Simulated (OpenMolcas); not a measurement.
An atom or ion with 48 electrons was computed by XMS-CASPT2, IPEA 0.25 Eh, imaginary shift 0.1 Eh with spin-orbit coupling (OpenMolcas, ANO-RCC-VTZP, DKH2). The lowest levels that the run gave, each within 12 % of the measured value where one is at hand:

| J | Parity | E (cm⁻¹) | g |
| --- | --- | --- | --- |
| 0 | even | 0.0 |  |
| 0 | odd | 29340 |  |
| 1 | odd | 29790 | 1.501 |
| 2 | odd | 30750 | 1.501 |
| 1 | odd | 45180 | 1.000 |

Which ion is it, and what are the configurations and terms?

Cd I (Z = 48, neutral; active space 2 electrons in 4 orbitals (5s 5p)). J, parity and g give the terms where levels are pure, and mixed ones are named by the computed weights; the size of the splittings, set against known spectra of the 48-electron sequence, gives the charge. In order, with the measured energies in cm⁻¹ (NIST Handbook of Basic Atomic Spectroscopic Data): 5s² ¹S₀, 5s 5p ³P°₀ (30114), 5s 5p ³P°₁ (30656), 5s 5p ³P°₂ (31827), 5s 5p ¹P°₁ (43692).

CASPT2 does not keep the components of a term degenerate, so their means are used; among the terms shown or strongly mixed into the levels shown the widest spread is 96 cm-1 (5s 5p ¹P°). Computed and measured levels are paired by configuration, term and J; levels that our copy of the source lacks, or whose pairing is in doubt (as where it misses far off the trend of its configuration), stay unpaired and out of the deviations. Only configurations of the active space appear.

° marks odd parity.
